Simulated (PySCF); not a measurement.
# First hyperpolarisability: SMILES C(=O)c1ccc(B(O)O)cc1, C7H7BO3

Molfile (atoms numbered from 1):
```
C7H7BO3
     RDKit          3D

 18 18  0  0  0  0  0  0  0  0999 V2000
    4.3164    0.1928   -0.4177 O   0  0  0  0  0  0  0  0  0  0  0  0
    3.5340   -0.1631    0.4273 C   0  0  0  0  0  0  0  0  0  0  0  0
    2.0624   -0.0866    0.2978 C   0  0  0  0  0  0  0  0  0  0  0  0
    1.2432   -0.5262    1.3427 C   0  0  0  0  0  0  0  0  0  0  0  0
   -0.1407   -0.4518    1.2201 C   0  0  0  0  0  0  0  0  0  0  0  0
   -0.7306    0.0608    0.0551 C   0  0  0  0  0  0  0  0  0  0  0  0
   -2.2914    0.1450   -0.0806 B   0  0  0  0  0  0  0  0  0  0  0  0
   -2.8033    0.6482   -1.2396 O   0  0  0  0  0  0  0  0  0  0  0  0
   -3.0458   -0.2896    0.9691 O   0  0  0  0  0  0  0  0  0  0  0  0
    0.1056    0.4980   -0.9875 C   0  0  0  0  0  0  0  0  0  0  0  0
    1.4870    0.4275   -0.8717 C   0  0  0  0  0  0  0  0  0  0  0  0
    3.8907   -0.5912    1.4004 H   0  0  0  0  0  0  0  0  0  0  0  0
    1.6997   -0.9268    2.2529 H   0  0  0  0  0  0  0  0  0  0  0  0
   -0.7833   -0.7940    2.0346 H   0  0  0  0  0  0  0  0  0  0  0  0
   -3.7620    0.6867   -1.2922 H   0  0  0  0  0  0  0  0  0  0  0  0
   -3.9978   -0.2246    0.8547 H   0  0  0  0  0  0  0  0  0  0  0  0
   -0.3484    0.8981   -1.8972 H   0  0  0  0  0  0  0  0  0  0  0  0
    2.1513    0.7634   -1.6712 H   0  0  0  0  0  0  0  0  0  0  0  0
  1  2  2  0
  2  3  1  0
  3  4  1  0
  4  5  2  0
  5  6  1  0
  6  7  1  0
  7  8  1  0
  7  9  1  0
  6 10  2  0
 10 11  1  0
 11  3  2  0
  2 12  1  0
  4 13  1  0
  5 14  1  0
  8 15  1  0
  9 16  1  0
 10 17  1  0
 11 18  1  0
M  END
```

Method: quadratic response CAM-B3LYP/aug-cc-pVDZ first hyperpolarisability, Taylor convention, gas phase (PySCF). Geometry: PBE0-D3(BJ)/def2-SVP.

Task: Give β for the processes computed.

Result: In au, Taylor convention; the vector part is βᵢ = ⅓ Σⱼ (βᵢⱼⱼ + βⱼᵢⱼ + βⱼⱼᵢ); β∥ is 3/5 of the vector part along the dipole, the dipole points from − to +:
```csv
process,λ (nm),β vector norm,β∥,β HRS,depolarisation ratio
"static β(0;0,0)",∞,171.2,58.7,67.7,5.95
"second harmonic β(−2ω;ω,ω)",1907,190.8,70.9,75.3,6.00
"Pockels β(−ω;ω,0)",1907,177.3,62.5,–,–
"second harmonic β(−2ω;ω,ω)",1064,250.4,107.3,98.7,6.11
"Pockels β(−ω;ω,0)",1064,192.4,71.9,–,–
```

Task: Which lowest excitations, dipole and polarisabilities go with it?

Result: S1 3.80 eV (f = 0.000); S2 4.73 eV (f = 0.030); S3 5.12 eV (f = 0.389); dipole 5.71 D; isotropic α 109.7 au static, 110.2 au at 1907 nm, 111.4 au at 1064 nm, 111.8 au at 953.5 nm, 117.2 au at 532 nm.
